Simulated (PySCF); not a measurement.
[Eu(H2O)2]3+ relaxed at several levels

Computed with PySCF 2.14.0, def2-SVP on the ligands, density fitting, scalar-relativistic core potentials, no spin-orbit coupling, vacuum. Each row is relaxed at its own level from the same template. Distances are means of the shortest metal–ligand contacts, charges and spins Mulliken's; removal energies are rigid, with the ligand's formal charge and no counterpoise, so too large; for an anion taken off a cation in vacuum most of it is the attraction of opposite charges, and multiply charged cations can part far more cheaply with an electron moved from ligand to metal. lcecp potentials hold a fixed number of 4f electrons in the core, out of states, spins and gaps.

```tsv
level	basis on the metal	point group	M–H2O (Å)	charge on M (e)	removal of one H2O (eV)	strongest infrared band, degenerate modes summed (cm⁻¹)	unstable modes (below −25 cm⁻¹)
PBE0	lcecp-1-SVP with ECP52	C1	2.252	2.24	4.27	3493	0
```

Question: What does the calculation give for PBE, lcecp-1-SVP with ECP52?

Answer: point group: C1, M–H2O (Å): 2.256, charge on M (e): 2.13, removal of one H2O (eV): 4.41, strongest infrared band, degenerate modes summed (cm⁻¹): 3349, unstable modes (below −25 cm⁻¹): 0.
```xyz
7

Eu    1.1027    0.1124   -0.0046
O    -0.1682    0.0349    1.8583
H     0.0886    0.3114    2.7905
H    -1.1090   -0.2954    1.9803
O    -0.1718   -0.0706   -1.8570
H     0.0965   -0.4330   -2.7558
H    -1.1240    0.2094   -2.0117
```

Moved off a saddle point of the template and relaxed again: PBE, PBE0. One start shape was tried for each, so a minimum needn't be the lowest isomer.
